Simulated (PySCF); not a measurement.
Do core-level shifts follow atomic charges?

Species: C₆H₁₄OSi.
Z-matrix (Å and degrees, PBE0-D3(BJ)/def2-SVP geometry), rows numbered from 1:
```
C 
O   1  1.3911
C   2  1.3975  1  113.52
C   3  1.5140  2  109.61  1  -178.38
C   4  1.5339  3  113.00  2    60.06
C   5  1.5350  4  108.93  3   176.12
Si  6  1.8993  5  103.10  4   -37.82
C   4  1.5386  3  112.44  2  -176.90
H   1  1.1087  2  112.06  3   -60.39
H   1  1.0991  2  108.06  3  -179.86
H   1  1.1089  2  112.06  3    60.74
H   3  1.1128  2  110.57  1   -57.59
H   3  1.1108  2  110.55  1    60.21
H   4  1.1064  3  106.88  2   -57.94
H   5  1.1004  4  110.46  3   -59.50
H   5  1.1063  4  108.27  3    56.77
H   6  1.1032  5  110.32  4    78.37
H   6  1.1000  5  112.91  4  -162.05
H   7  1.4972  6  113.79  5  -103.45
H   7  1.4968  6  113.44  5   132.82
H   8  1.1005  4  112.65  3    73.80
H   8  1.1046  4  110.01  3   -45.58
```

Binding energies: delta-SCF UKS SCAN, pcX-2 on the ionised atom, pcseg-1 elsewhere, spin-free X2C (PySCF 2.14.0). Charges: PBE0/pcSseg-1 ground-state density, for the ionised atom.

```csv
atom,environment,C 1s (eV),Mulliken (e),IAO (e),Hirshfeld (e),ESP (e)
C6,sp3 carbon bound to silicon,289.83,-0.505,-0.538,-0.159,-0.397
C8,sp3 carbon bound to silicon,289.87,-0.478,-0.542,-0.159,-0.419
C5,ring CH2 carbon,290.23,-0.180,-0.248,-0.071,-0.045
C4,sp3 CH carbon,290.39,-0.363,-0.098,-0.028,+0.224
C3,sp3 carbon bound to oxygen,291.75,+0.159,-0.035,+0.004,-0.195
C1,methoxy carbon,292.11,-0.032,-0.192,-0.039,-0.141
```

Task: How well does each charge scheme correlate with the binding energies over these sites?

Result: Mulliken: r = 0.89, slope 3.3 eV per e; Hirshfeld: r = 0.76, slope 10.9 eV per e; IAO: r = 0.70, slope 3.2 eV per e; ESP: r = 0.20, slope 0.8 eV per e. Mulliken charges have the highest r, on only 6 points.

Task: The point-charge model writes a binding energy as kq + V + constant, with V the potential of the other atoms' charges at the site. What does it give with the Mulliken charges?

Result: V = Σ 14.40 eV Å × q/r over all other atoms: +5.21 eV at C6, +4.53 eV at C8, -0.72 eV at C5, +0.79 eV at C4, -4.30 eV at C3, -0.21 eV at C1. Fitting binding energy − V to q gives k = 16.0 eV per e and leaves an rms residual of 0.92 eV, against 0.42 eV for the fit on q alone. The model has no term for differences in relaxation between sites.

Geometry: PBE0-D3(BJ)/def2-SVP, one conformer, isolated molecule.
